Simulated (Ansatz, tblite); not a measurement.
Removing an electron: [InF4]- (InF₄⁻). The state is a singlet with charge -1. Geometry: PBE0-D4/def2-SVPD. Ansatz, gas phase; energy differences of separate SCF runs; the oxidised species was run as a doublet alone.

```xyz
5

In    0.0000    0.0000    0.0001
F    -0.4816    0.2500   -1.9272
F    -1.5266    0.5945    1.1510
F     1.6239    1.0896    0.4294
F     0.3843   -1.9341    0.3467
```

In the def2 sets In takes a core potential; there is no spin–orbit coupling. The xTB rows come from tblite. Correlated methods freeze 8 core orbitals; core or outer-core shells of In are correlated, in sets that lack core-valence functions. The rows differ in basis, and correlated rows in double-zeta sets carry the largest basis error. In CCSD on the charge 0 doublet the largest single amplitude is 0.16, so its Hartree–Fock determinant may place the open shell otherwise than the density functionals do. HOMO above LUMO, or a gap near zero within one spin, warns that the state may not be the lowest or that an electron is smeared out.

```json
{"level": "HF/def2-SVPD", "−HOMO (eV)": "–", "vertical IE (eV)": "7.43", "−LUMO (eV)": "–", "HOMO–LUMO gap (eV)": "–"}
{"level": "r2SCAN-D4/def2-TZVPD", "−HOMO (eV)": "4.12", "vertical IE (eV)": "7.13", "−LUMO (eV)": "-1.99", "HOMO–LUMO gap (eV)": "6.10"}
{"level": "PBE0-D4/def2-TZVPD", "−HOMO (eV)": "5.64", "vertical IE (eV)": "7.75", "−LUMO (eV)": "-2.51", "HOMO–LUMO gap (eV)": "8.14"}
{"level": "CCSD/def2-SVPD", "−HOMO (eV)": "–", "vertical IE (eV)": "8.88", "−LUMO (eV)": "–", "HOMO–LUMO gap (eV)": "–"}
{"level": "CCSD(T)/def2-SVPD", "−HOMO (eV)": "–", "vertical IE (eV)": "8.88", "−LUMO (eV)": "–", "HOMO–LUMO gap (eV)": "–"}
```

(1) Estimate the rows for GFN1-xTB, GFN2-xTB, PBE-D4/def2-TZVPD, MP2/def2-SVPD.

## Answers

(1) 
| level | −HOMO (eV) | vertical IE (eV) | −LUMO (eV) | HOMO–LUMO gap (eV) | remarks |
| --- | --- | --- | --- | --- | --- |
| GFN1-xTB | 7.92 | 11.17 | 3.64 | 4.28 | – |
| GFN2-xTB | 8.39 | 11.74 | 4.34 | 4.05 | – |
| PBE-D4/def2-TZVPD | 3.69 | 6.82 | -1.64 | 5.33 | gap within one spin near zero (doublet) |
| MP2/def2-SVPD | – | 9.24 | – | – | – |

Relaxing the oxidised species (PBE0-D4/def2-SVPD) changes its energy by -0.82 eV at PBE0-D4/def2-TZVPD, so the adiabatic ionisation energy to this nearest minimum is 6.93 eV. At PBE-D4/def2-TZVPD it is 6.63 eV. In the charge 0 doublet, F2 and F5 lie 2.00 Å apart (atoms count from 1), so these atoms are partly bonded to each other.   Raw xTB energy differences between charge states are shifted by several eV; the methods need an empirical correction for them.
